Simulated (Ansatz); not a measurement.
Geometry optimisation, RKS PBE-D4/def2-TZVP (Ansatz).

input.yaml

```yaml
crystal:
  periodic: [false, false, false]
  atoms:
    - { symbol: Ga, position_ang: [0.0, 0.0, 0.0] }
    - { symbol: Cl, position_ang: [0.0, 0.0, 2.24] }
    - { symbol: H, position_ang: [1.3596, 0.0, -0.785] }
    - { symbol: H, position_ang: [-1.3596, 0.0, -0.785] }
basis:
  gaussian: { orbitals: def2-TZVP }
hamiltonian:
  xc: pbe
  dispersion: d4
relax:
  f_tol: 0.02
  max_steps: 40
output:
  orbitals: {}
```

Run as:

```bash
$ ansatz run input.yaml --threads 2 --pin off --max-ram 3072MiB --backend cpu --events-out ev --progress --plain --runs-dir out
```

Question: Where does it end, and by what steps?

Answer: The forces met the threshold. After 3 steps the energy has fallen by 0.085 eV; Cl2 moved furthest, 0.12 Å.

```tsv
step	energy less start (eV)	largest force component (eV/Å)	accepted
0	0.0000	1.065	yes
1	-0.0791	0.229	yes
2	-0.0849	0.054	yes
3	-0.0852	0.003	yes
```

```xyz
4
Properties=species:S:1:pos:R:3
Ga 0.000 0.000 -0.045
Cl 0.000 0.000 2.120
H 1.420 0.000 -0.702
H -1.420 0.000 -0.702
```

Whether the end is a true minimum wasn't checked by a vibrational analysis.

Run time: 3.7 s on 2 threads of Arm Neoverse V2, with other jobs on the host, peak memory 0.15 GiB.
